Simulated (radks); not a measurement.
The numbers below are computed, except where a source is named.
Effect of the nuclear size on the caesium ion Cs+, [Xe]. Level of theory: Dirac Kohn-Sham, relativistic LDA (MacDonald-Vosko exchange, VWN5 correlation), spin-unpolarised, spherical densities, finite nucleus; Fermi nuclear charge, rms radius 4.8041 fm (a radial shooting solver on a logarithmic mesh with Libxc functionals). The rms radius is varied about that value; shifts are against it.

| rms radius (fm) | total energy shift (eV) | density at nucleus (e/bohr^3) | 1s1/2 shift (meV) | 2s1/2 shift (meV) | 4p1/2 shift (meV) | 5s1/2 shift (meV) | 5p1/2 shift (meV) | 5p3/2 shift (meV) | 6s1/2 (empty) shift (meV) |
|---|---|---|---|---|---|---|---|---|---|
| 3.8529 | -2.65 | 3.05e+05 | -1100 | -131 | 0.398 | -0.851 | 0.081 | 0.093 | -0.119 |
| 4.5207 | -0.840 | 2.96e+05 | -348 | -41.6 | 0.126 | -0.270 | 0.025 | 0.029 | -0.038 |
| 4.8041 | 0 | 2.927e+05 | 0.000 | 0.000 | 0.000 | 0.000 | 0.000 | 0.000 | 0.000 |
| 5.2605 | 1.44 | 2.878e+05 | 597 | 71.3 | -0.216 | 0.462 | -0.044 | -0.050 | 0.064 |
| 5.5535 | 2.42 | 2.849e+05 | 1000 | 120 | -0.363 | 0.777 | -0.073 | -0.085 | 0.108 |

Slopes of the eigenvalues against <r^2> in GHz/fm^2, as finite differences over the two radii next to the reference (eigenvalue slopes, not the field-shift constants of lines): 1s1/2 31600, 2s1/2 3770, 4p1/2 -11.4, 5s1/2 24.4, 5p1/2 -2.31, 5p3/2 -2.67, 6s1/2 (empty) 3.41.
